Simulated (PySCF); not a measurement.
A GIAO shielding run with PySCF (density fitting, non-relativistic, gas phase) on `CO[Si@@H]([SiH2]Cl)[SiH2]CCl`, C$_{2}$H$_{10}$Cl$_{2}$OSi$_{3}$:

```
$ OMP_NUM_THREADS=1 python probes_run.py task.json out

{"job": {"kind": "nmr", "xc": "PBE0", "basis": "pcSseg-1"}, "charge": 0, "multiplicity": 1}
C      2.182067    -1.935831    -0.911189
O      1.833475    -0.587370    -0.928794
Si     0.766766     0.188301     0.029928
Si     1.062942     2.317098    -0.813237
Cl    -0.402650     3.437517     0.052021
Si    -1.319955    -0.854564    -0.057991
C     -2.672377     0.410732     0.415791
Cl    -4.261078    -0.398722     0.374095
H      1.291568    -2.566625    -0.968313
H      2.823426    -2.135190    -1.769888
H      2.722704    -2.177716     0.006359
H      1.254543     0.092949     1.431294
H      2.309877     3.020619    -0.492406
H      0.874698     2.504369    -2.255898
H     -1.502657    -1.999455     0.851619
H     -1.685648    -1.365360    -1.390611
H     -2.733404     1.251278    -0.271630
H     -2.553057     0.804288     1.422435
```

Hardware: 1 thread of an Arm Neoverse N1, shared host. The job also computes population analyses, field gradients.

Q: How large is the calculation?

A: 106 electrons, 221 basis functions and 1268 auxiliary functions.

Q: How long does it take, and how much memory does it need?

A: 86 s of wall time, with 13 SCF cycles and 4 response iterations; peak memory 1.1 GiB. Times on a shared host scatter by some tens of per cent.
